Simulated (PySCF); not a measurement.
Te(OSiH3)2 (H6O2Si2Te), SMILES [SiH3]O[Te]O[SiH3].

Geometry: B3LYP-D3(BJ)/def2-SVP. The structure was generated by enumeration, and PubChem lists no compound with its InChIKey, so it may never have been made. The def2 effective core potentials stand for the cores of Te; spin–orbit coupling is left out. Other conformers were not sampled.

Vertical ionisation energy (IE) and electron affinity (EA) in eV. Rows of orbital energies are one-electron estimates. Where ΔSCF, EOM or ADC give a negative EA the extra electron is unbound and the value depends on the basis.

| level | IE | EA |
|---|---|---|
| −ε(HOMO), −ε(LUMO), HF/def2-TZVP (PySCF) | [?] | [?] |
| −ε(HOMO), −ε(LUMO), PBE/def2-TZVP (PySCF) | 5.17 | 2.98 |

Task: Fill in the missing entries. (The exact figures need the calculation; the answer reports its results.)

Result: 
- −ε(HOMO), −ε(LUMO), HF/def2-TZVP (PySCF), IE: 8.88
- −ε(HOMO), −ε(LUMO), HF/def2-TZVP (PySCF), EA: -1.17
